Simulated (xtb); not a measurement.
C2H6BO2, SMILES CO[B]OC (connectivity only; charge and spin as stated), charge +1, multiplicity 1. All values are semi-empirical tight-binding results from xtb (GFN2-xTB unless named), good for trends rather than for accurate numbers. Geometry: GFN2-xTB. The multiplicity is an assumed one; no other spin state was optimised. The isomer is the one that the SMILES or the coordinates give; other isomers of the formula were not compared. One conformer was computed; it need not be the lowest.

Optimised geometry:

Bond lengths (Å): C1–O2 1.409, C1–H6 1.092, C1–H7 1.091, C1–H8 1.091, O2–B3 1.226, B3–O4 1.226, O4–C5 1.409, C5–H9 1.091, C5–H10 1.092, C5–H11 1.091. Bond angles (°): O2–C1–H6 109.2, O2–C1–H7 108.2, O2–C1–H8 109.4, H6–C1–H7 109.9, H6–C1–H8 110.1, H7–C1–H8 110.0, C1–O2–B3 165.5, O2–B3–O4 174.8, B3–O4–C5 165.5, O4–C5–H9 109.4, O4–C5–H10 109.2, O4–C5–H11 108.2, H9–C5–H10 110.1, H9–C5–H11 110.0, H10–C5–H11 109.9.
Charge +1, spin multiplicity 1.

A frequency run showed that this geometry is not a minimum.

The point group as xtb finds it is C2, the orbital gap is 7.73 eV and the static polarisability (D4 model) comes out as 47.7 bohr³. The solvation energy, GFN2-xTB/ALPB(water) is -52.6 kcal/mol and the solvation energy, GFN2-xTB/ALPB(methanol) is -52.1 kcal/mol.

Computed IR lines (harmonic; lines under 4 % of the strongest left out, lines within 3 cm⁻¹ merged):
ν (cm⁻¹): 2255 (vs) (against the strongest line: vs over 80 %, s over 45 %, m over 15 %, w over 4 %, vw less)

**Question.** Give the atomic charges and the Wiberg bond orders between heavy atoms. (An estimate is asked for; the answer gives what the named calculation found.)

**Answer.** charges (e) C1 0.00, O2 -0.12, B3 0.49, O4 -0.12, C5 0.00, H6 0.12, H7 0.13, H8 0.12, H9 0.12, H10 0.12, H11 0.13. Bond orders C1–O2 0.90, O2–B3 1.64, B3–O4 1.64, O4–C5 0.90.
